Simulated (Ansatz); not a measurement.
System (SMILES): [Si]Cl (Si-Cl), doublet.
Atoms: Si1, Cl2. Bonds: Si1-Cl2.

Basis-set convergence of the highest harmonic wavenumber at PBE with Ansatz (an electronic-structure program). Each level at its own minimum, finite differences of forces, unscaled; the reference is a large set that could be run, not a limit. Cartesian d functions, on some or all atoms, in 6-31+G*, 6-311+G**; all else is spherical. The program fits the integrals of some runs and decomposes those of others, by size. Open shells are unrestricted. No added dispersion term, no relativity. Reference: the value in def2-QZVPPD, 509 cm⁻¹. Deviations are taken from unrounded values.

```csv
basis,functions
pcseg-0,26
def2-SVP,36
pcseg-1,36
6-31+G*,46
6-311+G**,62
pcseg-2,68
"6-311++G(2d,2p)",70
def2-TZVP,74
def2-TZVPP,84
"6-311++G(3df,3pd)",94
pcseg-3,128
def2-QZVPP,140
```

Problem. Which is the smallest set listed that can be trusted to 20 cm⁻¹ here, that is, within that of the reference together with its larger relatives (same family, alike in diffuse functions; a set with none to test it counts only in the reference's own line)?

Solution. The smallest set listed that lies within 20 cm⁻¹ of the reference with all its larger relatives (same family, alike in diffuse functions; a set with none counts only in the reference's own line) is def2-SVP (36 functions, 10 cm⁻¹ off), level with pcseg-1. Value minus reference: pcseg-0 -70, def2-SVP 10, pcseg-1 -12, 6-31+G* -9, 6-311+G** -13, pcseg-2 2, 6-311++G(2d,2p) -8, def2-TZVP 4, def2-TZVPP 4, 6-311++G(3df,3pd) 1, pcseg-3 1, def2-QZVPP 0 cm⁻¹.
